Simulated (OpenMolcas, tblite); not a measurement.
# CHBrF2 (bromodifluoromethane): the dipole moment, rung by rung

CHBrF2 has 5 atoms, charge 0, and is taken as a singlet. SMILES: `FC(F)Br`. The shape is that of a PBE0-D4/def2-TZVP optimisation.

Each level gives the dipole moment (D). The values are calculated.

**Question.** The value from experiment is 1.50 D (NIST CCCBDB). From what is known of these methods, estimate their order from the nearest to it to the farthest.
A. B3LYP/aug-cc-pVDZ (OpenMolcas)
B. revPBE/aug-cc-pVDZ (OpenMolcas)
C. HF/aug-cc-pVDZ (OpenMolcas)
D. SVWN5/aug-cc-pVDZ (OpenMolcas)
E. IPEA1-xTB (tblite)

**Answer.** C (1.58 D, +0.08), A (1.38 D, -0.12), D (1.34 D, -0.16), B (1.30 D, -0.20), E (2.21 D, +0.71).
